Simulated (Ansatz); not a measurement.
Sn3Cl8⁻. Charge -1, multiplicity 2. Geometry r2SCAN-D4/def2-SVP, that of the neutral singlet; atoms count from 1.

```
atom   x (Å)   y (Å)   z (Å)
 Sn1   1.200   1.776   1.064
 Cl2  -0.809   2.219   2.190
 Cl3   2.938   1.815   2.630
 Cl4   1.562   3.501  -0.475
 Sn5   0.878  -0.715  -0.232
 Cl6   1.697  -2.419   1.157
 Cl7   2.175  -0.741  -2.187
 Sn8  -1.809  -1.274  -0.898
 Cl9  -2.988  -2.057   0.966
Cl10  -2.047  -2.840  -2.621
Cl11  -2.798   0.734  -1.594
```

In the def2 sets Sn takes a core potential; there is no spin–orbit coupling.

Q: Estimate the Mulliken populations from the PBE0/def2-SVP orbitals of Ansatz.

A: 
| atom | charge (e) | spin (α − β) |
| --- | --- | --- |
| Sn1 | 0.62 | 0.18 |
| Cl2 | -0.33 | 0.05 |
| Cl3 | -0.34 | 0.07 |
| Cl4 | -0.33 | 0.07 |
| Sn5 | 0.44 | 0.13 |
| Cl6 | -0.33 | 0.06 |
| Cl7 | -0.33 | 0.06 |
| Sn8 | 0.62 | 0.18 |
| Cl9 | -0.33 | 0.06 |
| Cl10 | -0.34 | 0.07 |
| Cl11 | -0.33 | 0.05 |
Mulliken values depend strongly on the basis.

Q: Where does the spin sit?

A: Summed by element: Sn 0.50, Cl 0.50, of 1 unpaired in all. Largest on single atoms: Sn1 0.18, Sn8 0.18, Sn5 0.13.

Q: And the Mayer bond orders between heavy atoms (over 0.3)?

A: Sn1–Cl2 0.94 (2.35 Å); Sn1–Cl3 0.93 (2.34 Å); Sn1–Cl4 0.94 (2.34 Å); Sn1–Sn5 0.58 (2.83 Å); Sn5–Cl6 0.95 (2.35 Å); Sn5–Cl7 0.95 (2.35 Å); Sn5–Sn8 0.58 (2.82 Å); Sn8–Cl9 0.94 (2.34 Å); Sn8–Cl10 0.93 (2.34 Å); Sn8–Cl11 0.94 (2.34 Å).
